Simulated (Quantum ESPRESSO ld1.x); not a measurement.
Values are calculated unless marked as measured or tabulated.
Question: Coherent X-ray form factor from a spherical all-electron density. Level of theory: scalar-relativistic Kohn-Sham, PBE, spin-unpolarised, spherical densities, point nucleus (ld1.x of Quantum ESPRESSO 7.5).

| sin(theta)/lambda (1/angstrom) | f0 (electrons) |
|---|---|
| 0.05 | 76.118 |
| 0.1 | 73.697 |
| 0.15 | 70.262 |
| 0.2 | 66.366 |
| 0.25 | 62.408 |
| 0.3 | 58.616 |
| 0.4 | 51.869 |
| 0.5 | 46.250 |
| 0.6 | 41.536 |
| 0.8 | 33.908 |
| 1 | 27.902 |
| 1.25 | 22.304 |
| 1.5 | 18.582 |
| 2 | 14.527 |

The species is in the configuration that NIST lists as its ground one. Which atom or ion scatters so?

Answer: The platinum ion Pt+, [Xe] 4f14 5d9. Extrapolating in s^2 from the first two rows gives f0(0) = 76.9, near the electron count 77; among species with that count, the fall with angle is slower the higher Z, and the table is that of Z = 78; from so few rows the species is fixed only to a neighbour or two.
